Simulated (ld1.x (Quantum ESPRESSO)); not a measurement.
**tungsten (W): excitation energies, all-electron against TM semilocal**

W (Z = 74), norm-conserving Troullier–Martins (semilocal form), made with ld1.x (Quantum ESPRESSO) 7.5 (LDA (PZ), scalar-relativistic). Core [Xe] 4f14, reference 5d3 6s0 6p0 (charge +3). Waves: 6p (bound, empty): rc 2.40 bohr; 5d (bound): rc 2.15 bohr; 6s (bound, empty): rc 2.05 bohr. Local part: the s channel. Core correction: a·sin(br)/r model core, default radius (core density twice the valence density).

Energies are relative to the spin-unpolarised reference configuration 5d3 6s0 6p0; without spin polarisation the order of configurations can differ from experiment. Spin-polarised rows fill each open shell by Hund’s rule, majority spin first.

| valence configuration | charge | ΔE all-electron (eV) | error AE − PS (meV) |
| --- | --- | --- | --- |
| 5d4 6s2 6p0 | 0 | -50.865 | -26 |
| 5d4 6s1 6p0 | +1 | -41.731 | -69 |
| 5d4 6s0 6p0 | +2 | -25.705 | -94 |
| 5d3 6s2 6p1 | 0 | -46.764 | +52 |
| 5d4 6s1 6p1 | 0 | -46.291 | +7.9 |
| 5d5 6s1 6p0 | 0 | -49.316 | -167 |
| 5d3 6s0 6p0 (spin-polarised) | +3 | -1.495 | +190 |
| 5d4 6s2 6p0 (spin-polarised) | 0 | -52.799 | +176 |

Task: What are ΔE and the potential's error for 5d4.5 6s1.5 6p0?

Result: ΔE = -50.168 eV all-electron; the error (AE − PS) is -88 meV.

Levels in the configuration 5d4 6s2 6p0 (spin-polarised):

| level | all-electron (eV) | pseudo (eV) |
| --- | --- | --- |
| 5d up | -5.378 | -5.351 |
| 6s up | -6.376 | -6.432 |
| 6s down | -5.133 | -5.125 |
